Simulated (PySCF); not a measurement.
A structure optimised at PBE-D3(BJ)/def2-SVP, used in a PySCF frequency run:

```
C
H 1 1.1096
H 1 1.1096 2 106.88
C 1 1.5295 2 111.69 3 122.43
H 4 1.1091 1 112.45 2 59.64
H 4 1.1091 5 107.17 1 -124.06
H 4 1.1127 5 106.77 6 -114.12
Cd 1 2.1420 2 105.57 3 -112.07
I 8 2.6381 2 156.35 1 179.97
```

Write its SMILES, formula and point group.

C[CH2][Cd][I], C2H5CdI, Cs

What are its rotational constants (standard atomic weights)?

18.556, 0.61090, 0.59590 GHz
